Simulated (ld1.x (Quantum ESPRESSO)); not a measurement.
**Ni: excitation energies, all-electron against ultrasoft**

- Element: nickel (Ni)
- Generator: ld1.x (Quantum ESPRESSO) 7.5
- Type: ultrasoft
- Functional: PBE
- Relativity: scalar-relativistic
- Frozen core: [Ar]
- Valence charge: 10
- Reference configuration: 3d8 4s1 4p1
- Partial waves: 4s (bound): rcut 1.75, rcutus 1.90 bohr; 4s channel at 0.55 Ry: rcut 1.75, rcutus 1.90 bohr; 4p (bound): rcut 2.85, rcutus 3.25 bohr; 4p channel at 0.2 Ry: rcut 2.85, rcutus 3.25 bohr; 3d (bound): rcut 1.35, rcutus 1.80 bohr; 3d channel at -0.3 Ry: rcut 1.35, rcutus 1.80 bohr
- Local potential: all-electron potential smoothed inside 2.10 bohr (lloc = -2)
- Core correction: none
- Augmentation charge: PSQ, radius 1.40 bohr

Energies are relative to the spin-unpolarised reference configuration 3d8 4s1 4p1; without spin polarisation the order of configurations can differ from experiment. The frozen-core shift is the all-electron ΔE with the core orbitals held at their reference shape minus the fully relaxed ΔE.

```
valence configuration  charge  ΔE all-electron (eV)  error AE − PS (meV)  frozen-core shift (meV)
          3d8 4s2 4p0       0                -4.596                 +5.8                      0.0
          3d8 4s1 4p0      +1                 4.727                 +2.9                     +0.8
        3d8 4s1.5 4p0    +0.5                -0.878                 +1.5                      0.0
          3d9 4s1 4p0       0                -6.191                  -11                      +61
          3d8 4s0 4p2       0                 4.907                 +6.6                     +0.9
```

Question: What are ΔE and the potential's error for 3d8 4s0 4p0?

Answer: ΔE = 22.078 eV all-electron; the error (AE − PS) is +71 meV.

Question: What are ΔE and the potential's error for 3d9 4s0 4p0?

Answer: ΔE = 1.723 eV all-electron; the error (AE − PS) is -0.9 meV.
